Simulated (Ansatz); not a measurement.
`NBO[SiH2]Cl`, relaxed with RKS PBE-D4/def2-SVP in the Gaussian-basis code of Ansatz from a rough embedded geometry. The force threshold is 0.03 eV/Å; the program also tests the step.

Charge 0, multiplicity 1.

Start:

```xyz
10

N     0.359    0.400   -1.923
B     1.007    0.081   -0.609
O     0.574    0.735    0.651
Si   -0.639   -0.428    1.308
Cl   -1.258    0.395    3.170
H    -0.667    0.242   -1.875
H     0.414    1.484   -2.027
H     1.893   -0.673   -0.619
H    -1.729   -0.536    0.382
H     0.045   -1.700    1.542
```

(1) How much energy does the relaxation release, and in how many steps? (Best estimate.)

(2) Which bonds change most? (An estimate is asked.)

(3) Give the relaxed structure. (Estimate.)

## Answers

(1) Ansatz gave: 197.23 kJ/mol, in 33 steps, 4 of them rejected.

(2) Computed: O3–Si4 from 1.804 to 1.669 Å; N1–B2 from 1.500 to 1.402 Å; B2–O3 from 1.484 to 1.390 Å; N1–H7 from 1.091 to 1.021 Å.

(3) Computed: 
```xyz
10

N     0.583    0.842   -1.932
B     0.570    0.072   -0.760
O    -0.577    0.060    0.025
Si   -0.815   -0.629    1.527
Cl   -0.170    0.673    3.014
H     1.389    0.885   -2.553
H    -0.212    1.412   -2.225
H     1.556   -0.581   -0.451
H    -2.286   -0.831    1.691
H    -0.038   -1.904    1.664
```
